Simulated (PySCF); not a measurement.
Structure problem from calculated spectra and properties.

Formula: C7H19GeNSi.

- 13C NMR: chemical shifts (computed TMS as zero) by class: 143.5 (1 C), 106.7 (1 C), 44.3 (1 C), 31.7 (1 C), 25.6 (1 C), 18.4 (1 C), 6.7 (1 C) ppm [GIAO KT2/pcSseg-1]
- 1H NMR: chemical shifts (computed TMS as zero) by class: 5.09 (1 H), 4.98 (3 H), 4.81 (1 H), 4.78 (1 H), 4.25 (1 H), 2.11 (1 H), 1.79 (3 H), 1.63 (1 H), 1.27 (3 H), 0.96 (3 H), -0.52 (1 H) ppm [GIAO KT2/pcSseg-1]
- Dipole: 1.34 D [KT2/pcSseg-1]
- NMR, other nuclei: isotropic shieldings of nuclei other than C and H, by class: 255 (1 N), 409 (1 Si), 1363 (1 Ge) ppm [GIAO KT2/pcSseg-1]
- Rotational structure: rotational constants A, B, C: 1.215, 0.557, 0.467 GHz [PBE0-D3(BJ)/def2-SVP]

The electronic properties come from PySCF, for the isolated species, density fitting. Levels stand in brackets. Geometry: PBE0-D3(BJ)/def2-SVP, one conformer, isolated molecule. The calculation is non-relativistic and has no spin–orbit coupling, an omission that weighs most on germanium. NMR classes are plain means over equivalent atoms (diastereotopic ones count apart unless rotation or inversion swaps them), as if these changed places fast.

Question: Give a SMILES that accounts for the data.

Answer: Numbering: `[CH2:1]=[C:2]([CH3:3])[C@@:4]([CH3:5])([CH2:6][CH3:7])[GeH2:8][NH:9][SiH3:10]`. 7 carbons fall into 7 classes; from least to most shielded: fully substituted alkene carbon [C2] (143.5 ppm), terminal =CH2 carbon [C1] (106.7 ppm), sp3 carbon bound to germanium [C4] (44.3 ppm), chain CH2 carbon [C6] (31.7 ppm), allylic carbon [C3] (25.6 ppm), methyl carbon [C5] (18.4 ppm), methyl carbon [C7] (6.7 ppm). Hydrogen classes from least to most shielded: 1 H on a terminal =CH2 carbon, C1 (5.09 ppm), 3 H on an SiH3 silicon, Si10 (4.98 ppm), 1 H on a germanium bonded to C, N and 2 H, Ge8 (4.81 ppm), 1 H on a terminal =CH2 carbon, C1 (4.78 ppm), 1 H on a germanium bonded to C, N and 2 H, Ge8 (4.25 ppm), 1 H on a chain CH2 carbon, C6 (2.11 ppm), 3 H on an allylic carbon, C3 (1.79 ppm), 1 H on a chain CH2 carbon, C6 (1.63 ppm), 3 H on a methyl carbon, C5 (1.27 ppm), 3 H on a methyl carbon, C7 (0.96 ppm, a mean of values up to 0.6 ppm apart in this geometry), 1 H on a silicon-bound nitrogen, N9 (-0.52 ppm). The other shieldings belong to: 255 ppm, silicon-bound nitrogen [N9]; 409 ppm, SiH3 silicon [Si10]; 1363 ppm, germanium bonded to C, N and 2 H [Ge8]. The optimised geometry has point group C1 and is an asymmetric top. Structure: `C=C(C)[C@@](C)(CC)[GeH2][NH][SiH3]`. The assignments are read from this structure; whether some other isomer fits the data as well wasn't checked. The mirror image fits equally. NMR values of atoms bound to Ge lack the spin–orbit term that these neighbours bring.

The values belong to the conformer `[CH2:1]=[C:2]([CH3:3])[C@@:4]([CH3:5])([CH2:6][CH3:7])[GeH2:8][NH:9][SiH3:10]`: C1–C2–C4–C5 -155°, C2–C4–C6–C7 -66°, C2–C4–Ge8–N9 171°, C4–Ge8–N9–Si10 82°.
